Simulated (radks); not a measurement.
Q: Excited configurations of the molybdenum ion Mo24+: one electron is placed in a higher orbital outside [Ne] 3s2 3p5. The ground configuration is [Ar]. Calculated with a radial shooting solver on a logarithmic mesh with Libxc functionals: Dirac Kohn-Sham, PBE, spin-unpolarised, spherical densities, point nucleus; open shells fill j = l - 1/2 first. Excitation = E - E(ground); binding = E(ion) - E, where the ion is the core of charge +25; n* = 25/sqrt(2 binding) in atomic units. These energies are relativistic, and a one-electron ion of charge +25 with no core already has n* below n in this formula (Dirac formula, point nucleus: 4s1/2 3.986, 4p1/2 3.986, 4f5/2 3.998, 5s1/2 4.986, 6s1/2 5.985, 6p1/2 5.985, 6d3/2 5.994, 7s1/2 6.985, 7p1/2 6.985, 7d3/2 6.993, 7f5/2 6.996). The quantum defect is therefore taken as that value minus n*, so that it holds no relativistic shift of the bare ion.

outer orbital  excitation (eV)  binding (eV)     n*  quantum defect  eigenvalue (eV)  <r> (bohr)
4s1/2                   578.96        687.28  3.518           0.469          -672.39      0.7492
4p1/2                   610.49        655.75  3.601           0.385          -640.79      0.7473
4f5/2                   708.31        557.93  3.904           0.094          -540.68      0.6664
5s1/2                   849.83        416.41  4.519           0.467          -408.65       1.232
6s1/2                   986.94        279.31  5.518           0.468          -274.37       1.834
6d3/2                   1010.0        256.27  5.760           0.233          -251.38       1.878
7s1/2                   1065.8        200.45  6.513           0.472          -196.93       2.553
7p1/2                   1071.0        195.21  6.600           0.385          -191.73       2.583
7d3/2                   1079.9        186.38  6.755           0.239          -182.95       2.626
7f5/2                   1086.2        180.04  6.873           0.124          -176.57       2.599

Estimate the row for 6p1/2.

A: excitation (eV) 995.50; binding (eV) 270.74; n* 5.604; quantum defect 0.381; eigenvalue (eV) -265.85; <r> (bohr) 1.853. The Delta-SCF ionisation energy is 1266.2 eV (NIST Atomic Spectra Database: 1263 eV, semi-empirical). Self-interaction in the functional shifts the binding energies and quantum defects, so they are the method's values and not measured ones. Spin polarisation and multiplet splitting are left out, so open shells lie too high by an amount that depends on their filling.

Beside tabulated values, note that spin-unpolarised runs miss the spin-polarisation part of the exchange energy of open shells.
